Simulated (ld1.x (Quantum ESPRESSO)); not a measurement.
# Transferability test, ultrasoft potential for Ne

- Element: Ne
- Generator: ld1.x (Quantum ESPRESSO) 7.5
- Type: ultrasoft
- Functional: PBE
- Relativity: scalar-relativistic
- Frozen core: [He]
- Valence charge: 8
- Reference configuration: 2s2 2p6
- Partial waves: 2s (bound): rcut 0.55, rcutus 0.65 bohr; 2s channel at -2.35 Ry: rcut 0.55, rcutus 0.65 bohr; 2p (bound): rcut 0.80, rcutus 0.95 bohr; 2p channel at -0.5 Ry: rcut 0.80, rcutus 0.95 bohr
- Local potential: all-electron potential smoothed inside 0.80 bohr (lloc = -2)
- Core correction: a·sin(br)/r model core inside 0.65 bohr
- Augmentation charge: built from norm-conserving waves at rcut, not smoothed further

Energies are relative to the spin-unpolarised reference configuration 2s2 2p6; without spin polarisation the order of configurations can differ from experiment.

```tsv
valence configuration	charge	ΔE all-electron (eV)	error AE − PS (meV)
2s2 2p5	+1	22.475	+2.4
2s2 2p4	+2	65.744	+27
2s1 2p6	+1	45.883	+5.0
2s2 2p5.5	+0.5	8.868	-0.1
2s2 2p2	+4	227.803	+361
```

(1) What are ΔE and the potential's error for 2s2 2p3?

Results:

(1) ΔE = 133.174 eV all-electron; the error (AE − PS) is +116 meV.
